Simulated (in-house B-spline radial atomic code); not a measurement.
Computed with a B-spline radial atomic code. Model: two electrons, singlet ground state, non-relativistic, full CI in B-splines with partial waves to l = 8 (at full coupling up to 3e-4 hartree above the limit, correlation up to 0.6 % small), density held at that of full coupling by Lieb maximisation.

Along the adiabatic connection the electron repulsion is scaled by a coupling λ while a local potential keeps the density fixed. At λ = 0 the system is the Kohn-Sham one and W equals the exchange energy; the exchange-correlation energy is the area under W between 0 and 1. The kinetic energy rises with λ as the electrons avoid each other, with dT/dλ = −λ dW/dλ.

Command:
```bash
python run_ac.py task.json out
```
Settings (lengths in bohr, energies in hartree):
```
potential              dot
strength               0.0685
lmax                   8
second                 0.7
```

Time taken, with all properties: 71 s on 1 thread of Intel(R) Xeon(R) Processor @ 2.30GHz, on a shared host.

**W = mean repulsion less Hartree energy, and W of three functionals.**

Given: confinement charge in harmonic well; well frequency 0.0685 hartree; nuclear charge 0.7; external potential omega^2 r^2/2 - Z/r.

Computed: PBE exchange minus exact 3.3747 millihartree; SCAN exchange minus exact -1.7156 millihartree.

| coupling | W xc (hartree) | W xc minus exchange (millihartree) | kinetic minus Kohn-Sham (millihartree) | LDA (PW92) W minus its exchange (millihartree) | PBE W minus its exchange (millihartree) | SCAN W minus its exchange (millihartree) |
| --- | --- | --- | --- | --- | --- | --- |
| 0 | -0.30898 | 0 | 0 | 0 | 0 | 0 |
| 0.02 | ? | ? | ? | ? | ? | ? |
| 0.05 | -0.3137 | -4.712 | 0.12 | -17.58 | -4.44 | -4.33 |
| 0.12 | ? | ? | ? | ? | ? | ? |
| 0.25 | -0.32952 | -20.539 | 2.42 | -49.15 | -20.45 | -18.35 |
| 0.4 | -0.33893 | -29.945 | 5.45 | -63.59 | -30.25 | -26.66 |
| 0.6 | -0.3491 | -40.116 | 10.5 | -77.88 | -41.07 | -35.78 |
| 0.8 | -0.35726 | -48.273 | 16.18 | -88.84 | -49.97 | -43.27 |
| 1 | -0.36392 | -54.941 | 22.16 | -97.69 | -57.44 | -49.55 |
| 1.4 | -0.37415 | -65.168 | 34.32 | -111.34 | -69.39 | -59.53 |
| 2 | -0.38466 | -75.68 | 51.97 | -125.84 | -82.51 | -70.26 |
| 3 | -0.39558 | -86.596 | 78.78 | -141.84 | -97.35 | -81.83 |
| 4.5 | -0.40507 | -96.087 | 113.71 | -156.9 | -111.57 | -91.94 |
| 7 | -0.41378 | -104.8 | 162.64 | -171.88 | -125.88 | -100.7 |

What belongs in the row 0.02?

W xc (hartree): -0.31091; W xc minus exchange (millihartree): -1.927; kinetic minus Kohn-Sham (millihartree): 0.02; LDA (PW92) W minus its exchange (millihartree): -9.06; PBE W minus its exchange (millihartree): -1.77; SCAN W minus its exchange (millihartree): -1.79.

What belongs in the row 0.12?

W xc (hartree): -0.31974; W xc minus exchange (millihartree): -10.758; kinetic minus Kohn-Sham (millihartree): 0.63; LDA (PW92) W minus its exchange (millihartree): -31.53; PBE W minus its exchange (millihartree): -10.44; SCAN W minus its exchange (millihartree): -9.73.

What is the LDA exchange minus exact?

42.475 millihartree.

**Energy parts, natural occupations and partial-wave weights.**

Computed: total energy -0.1170 hartree; exchange energy -0.30898 hartree; kinetic part of the DFT correlation energy 0.02216 hartree; initial slope twice GL2 -0.097761 hartree; Hartree energy 0.61797 hartree; Kohn-Sham kinetic 0.26787 hartree; Lieb Oxford ratio E_xc over LDA exchange 1.2824.

| natural | occupation of the shell (electrons) |
| --- | --- |
| s | 1.8987 |
| p | 0.051051 |
| s | 0.048275 |
| d | 0.00095204 |
| p | ? |
| s | 0.00020027 |

What belongs in the row p?

occupation of the shell (electrons): 0.00056428.

```csv
wave,weight
s,0.97359
p,0.025825
d,?
f,5.7637e-05
g,1.2147e-05
```

What belongs in the row d?

weight: 0.00051153.

What is the correlation energy?

-0.032781 hartree.

What is the kinetic part over minus potential part?

0.40334.

Half-way to full coupling W has made 64 % of its drop, against 50 % for a straight line, and second-order (GL2) theory, half the initial slope, overshoots the correlation energy by about 49 %: a marked bend. Over couplings 0 to 1 the errors in E_xc come to about +10 millihartree for LDA, +2.6 millihartree for PBE, +1.7 millihartree for SCAN, so SCAN is nearest. In LDA and PBE and SCAN the errors of exchange and correlation have opposite signs, so the sum is smaller than the larger of the two.
